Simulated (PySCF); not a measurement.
# Frontier orbitals and the lowest excitations

Species: C₆H₁₁F.
SMILES with atom numbers: `[CH3:1][CH2:2]/[CH:3]=[CH:4]/[CH2:5][CH2:6][F:7]` (hydrogens: H8, H9, H10 on C1; H11, H12 on C2; H13 on C3; H14 on C4; H15, H16 on C5; H17, H18 on C6)

Structure used (PBE0-D3(BJ)/def2-SVP), in Å, numbered top down from 1:
```
atom  x, y, z in Å
C1     2.6492   -1.0970   -1.0037
C2     2.0808   -0.2415    0.1247
C3     0.8484    0.5066   -0.2744
C4    -0.3526    0.3793    0.2968
C5    -1.5854    1.1174   -0.1181
C6    -2.7448    0.1966   -0.4408
F7    -3.0759   -0.5501    0.6659
H8     3.5740   -1.6068   -0.6935
H9     2.8872   -0.4845   -1.8882
H10    1.9260   -1.8650   -1.3188
H11    2.8519    0.4813    0.4488
H12    1.8587   -0.8702    1.0026
H13    0.9594    1.2061   -1.1158
H14   -0.4755   -0.3198    1.1337
H15   -1.9110    1.7939    0.6929
H16   -1.3799    1.7488   -0.9984
H17   -2.4787   -0.4959   -1.2584
H18   -3.6335    0.7756   -0.7463
```

Level of theory: TDDFT B3LYP/def2-SVPD, vertical, gas phase, core orbitals frozen in the response in PySCF 2.14.0, density-fitted response routines.

Frontier orbitals with the atoms that hold most of them (Löwdin shares over 4%, at most four atoms; ? is withheld):

```json
{"orbital": "HOMO-3", "ε (eV)": "-9.42", "atoms": "F7 37%, C6 19%, C5 12%, H17 11%"}
{"orbital": "HOMO-2", "ε (eV)": "-9.33", "atoms": "C2 25%, C1 18%, H12 15%, H9 9%"}
{"orbital": "HOMO-1", "ε (eV)": "-8.94", "atoms": "?"}
{"orbital": "HOMO", "ε (eV)": "?", "atoms": "C4 34%, C3 33%, C5 7%, C2 7%"}
{"orbital": "LUMO", "ε (eV)": "-0.02", "atoms": "?"}
{"orbital": "LUMO+1", "ε (eV)": "0.57", "atoms": "C1 13%, C6 11%, C3 9%, C5 9%"}
{"orbital": "LUMO+2", "ε (eV)": "0.88", "atoms": "C2 11%, H16 10%, C1 10%, H12 10%"}
```

Q: Give the leading atoms of the LUMO.

A: C3 (bonded to 2 C and H) 27%; C4 (bonded to 2 C and H) 26%; C5 (bonded to 2 C and 2 H) 6%; C6 (bonded to C, F and 2 H) 6%.

Q: Give the leading atoms of the HOMO-1.

A: F7 (bonded to C) 14%; C6 (bonded to C, F and 2 H) 12%; C5 (bonded to 2 C and 2 H) 11%; C4 (bonded to 2 C and H) 11%. By element: carbon 34% or more, fluorine 14%.

Q: What is the HOMO energy, and the HOMO–LUMO gap?

A: ε(HOMO) = -6.94 eV; the gap is 6.92 eV (0.2544 hartree).

Q: The HOMO–LUMO gap is 6.92 eV. Where does the response calculation put the lowest singlet, and from which orbitals?

A: S1 is at 6.63 eV (f = 0.106), 0.29 eV below the gap, made of HOMO→LUMO+1 (66%), HOMO→LUMO (25%). Its leading pair isn't HOMO and LUMO; the energies of that pair differ by 7.51 eV. Without the coupling terms of the response equations the lowest excitation would equal the gap.

Next come S2 at 6.71 eV (f 0.280), HOMO→LUMO (52%), HOMO→LUMO+1 (30%), HOMO→LUMO+2 (13%); S3 at 6.98 eV (f 0.060), HOMO→LUMO+2 (57%), HOMO→LUMO+3 (32%), HOMO→LUMO (8%); S4 at 7.31 eV (f 0.068), HOMO→LUMO+3 (61%), HOMO→LUMO+2 (22%), HOMO→LUMO (8%); S5 at 7.47 eV (f 0.019), HOMO→LUMO+4 (96%).

One conformer stands for the species.
